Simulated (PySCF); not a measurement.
WO2Cl2, SMILES [W]([Cl])([Cl])(=[O])=[O], multiplicity 1. Geometry optimised at PBE0-D3(BJ)/def2-SVP. The multiplicity is an assumed one; no other spin state was optimised. The isomer is the one that the SMILES or the coordinates give; other isomers of the formula were not compared. The def2 effective core potentials stand for the cores of W; spin–orbit coupling is left out.

Computed with PySCF with PBE0-D3(BJ)/def2-SVP.

Harmonic wavenumbers (cm⁻¹): 111, 158, 215, 226, 351, 425, 432, 1030, 1069. Rotational constants (GHz): 2.702, 1.592, 1.303; symmetry number 2.

### Question
Work out the zero-point energy and the ideal-gas rigid-rotor harmonic-oscillator thermochemistry at 298.15 K and 1 atm.

### Answer
ZPE = ½ Σ hcν = ½ × 4016 cm⁻¹ = 24.02 kJ/mol. H − E(el) = 42.84 kJ/mol. Entropy in J/(mol K): translation 179.32, rotation 113.23, vibration 53.50, total 346.05. G − E(el) = -60.34 kJ/mol. Cp = 85.55 J/(mol K). Modes under 150 cm⁻¹ make the vibrational entropy uncertain.
